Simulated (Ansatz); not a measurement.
A nudged elastic band was laid between two geometries of Cl2Zn + H (4 atoms, charge 0, multiplicity 2).

Method: Ansatz, UHF/def2-SVP.

- movable images: 5
- climbing image: yes
- spring: 5.0 eV/Å²
- optimiser: quadratic models (default)
- start path: through a guess of the saddle point
- force threshold: 0.05 eV/Å
- iteration limit: 60
- end points: relaxed

Image 0:

```xyz
4
Properties=species:S:1:pos:R:3
Zn 0.000 0.000 -0.414
Cl 0.000 0.000 1.716
Cl 0.000 0.000 -2.544
H 0.000 0.000 5.652
```

Image 6:

```xyz
4
Properties=species:S:1:pos:R:3
Zn -0.295 0.179 -0.955
Cl -0.466 0.283 3.728
Cl 0.442 -0.268 -2.970
H 0.319 -0.194 4.607
```

**Question.** What changes between the two ends?

**Answer.** Bonds broken: Zn1–Cl2. Bonds formed: Cl2–H4. Cl2Zn + H becomes ClH + ClZn.

**Question.** Give the energies along the band, and the barrier.

**Answer.** The run converged. The highest image is number 3 of 0 to 6, 120.5 kJ/mol above the first end and 116.6 kJ/mol above the last; the last end lies 3.8 kJ/mol above the first. Neighbouring images differ by up to 1.2 eV, so the band resolves the path poorly. A vibrational analysis at the climbing image gives one clearly imaginary mode, 1748i cm⁻¹: a first-order saddle point.

```json
{"image": "0", "path coordinate (Å)": "0.00", "energy (kJ/mol)": "0.0", "Zn1–Cl2 (Å)": "2.13", "Cl2–H4 (Å)": "3.94"}
{"image": "1", "path coordinate (Å)": "0.79", "energy (kJ/mol)": "0.4", "Zn1–Cl2 (Å)": "2.13", "Cl2–H4 (Å)": "3.39"}
{"image": "2", "path coordinate (Å)": "1.58", "energy (kJ/mol)": "7.8", "Zn1–Cl2 (Å)": "2.13", "Cl2–H4 (Å)": "2.64"}
{"image": "3", "path coordinate (Å)": "2.37", "energy (kJ/mol)": "120.5", "Zn1–Cl2 (Å)": "2.39", "Cl2–H4 (Å)": "1.57"}
{"image": "4", "path coordinate (Å)": "3.97", "energy (kJ/mol)": "4.2", "Zn1–Cl2 (Å)": "4.00", "Cl2–H4 (Å)": "1.27"}
{"image": "5", "path coordinate (Å)": "5.57", "energy (kJ/mol)": "3.9", "Zn1–Cl2 (Å)": "5.99", "Cl2–H4 (Å)": "1.27"}
{"image": "6", "path coordinate (Å)": "7.18", "energy (kJ/mol)": "3.8", "Zn1–Cl2 (Å)": "4.69", "Cl2–H4 (Å)": "1.27"}
```

**Question.** What is the geometry of the highest image?

**Answer.** 
```xyz
4
Properties=species:S:1:pos:R:3
Zn -0.010 0.001 0.053
Cl -0.006 -0.003 2.446
Cl 0.023 -0.008 -2.109
H -0.007 0.010 4.020
```

Time of the run: 2.2 min on 1 thread of Arm Neoverse V1, with other jobs on the host, peak memory 0.18 GiB.
